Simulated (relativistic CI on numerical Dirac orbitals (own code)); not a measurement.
Tm²⁺: resonant inelastic scattering at the M4,5 edge

Computed with this model: Dirac-Coulomb-Breit CI, orbitals from a KLI potential per configuration, a model potential for QED, valence Slater integrals scaled by 0.8, Kramers-Heisenberg scattering through one core-hole configuration in a parametric crystal field; configurations [Xe] 4f13 → [Ar] 3d9 4s2 4p6 4d10 4f14 5s2 5p6; 300 K; core-hole width 0.9 eV; summed over polarisations. Incident energies are the highest absorption maxima for each field (at most a few, so the weaker spin-orbit partner edge can be absent), on the computed scale of the free ion. Intensities are in per cent of the strongest line above 0.02 eV; levels within 1 cm⁻¹ are merged; final levels count from the ground level, the first row holds all elastic scattering, lines under 0.4 are left out and each table stops after 24 rows. The scale of the Slater integrals is a model choice and moves the terms in proportion.

Field parameters in Wybourne normalisation; cubic f-shell fields have B⁴₄ = √(5/14) B⁴₀ and B⁶₄ = −√(7/2) B⁶₀. The field is a parameter set, without covalency.

S is read from ⟨S²⟩ = S(S + 1).

Oh, B40 = 1630, B60 = 300 cm⁻¹:

```tsv
Final level (eV)	Degeneracy	Irrep	S	1461.9 eV
0.000	2	Γ6	0.50	120.0
0.046	4	Γ8	0.50	100.0
0.087	2	Γ7	0.50	30.5
1.101	4	Γ8	0.50	9.1
1.158	2	Γ7	0.50	4.9
```

C2v, B20 = 440, B22 = 90, B40 = -80, B42 = -300, B44 = 190, B60 = 460, B62 = -160, B64 = 60, B66 = -210 cm⁻¹:

```
Final level (eV)  Degeneracy     S  1461.9 eV
           0.000           2  0.50      637.4
           0.010           2  0.50      183.0
           0.019           2  0.50      187.5
           0.041           2  0.50      100.0
           1.078           2  0.50       23.2
           1.086           2  0.50       19.8
           1.110           2  0.50       14.6
```

Oh, B40 = -980, B60 = 330 cm⁻¹:

| Final level (eV) | Degeneracy | Irrep | S | 1461.9 eV |
| --- | --- | --- | --- | --- |
| 0.000 | 2 | Γ7 | 0.50 | 142.5 |
| 0.046 | 4 | Γ8 | 0.50 | 100.0 |
| 0.048 | 2 | Γ6 | 0.50 | 33.8 |
| 1.087 | 2 | Γ7 | 0.50 | 5.0 |
| 1.121 | 4 | Γ8 | 0.50 | 10.0 |

For the first field the strongest loss at the lowest incident energy is the level at 0.05 eV (S = 0.50, against 0.50 in the thermal ground state).
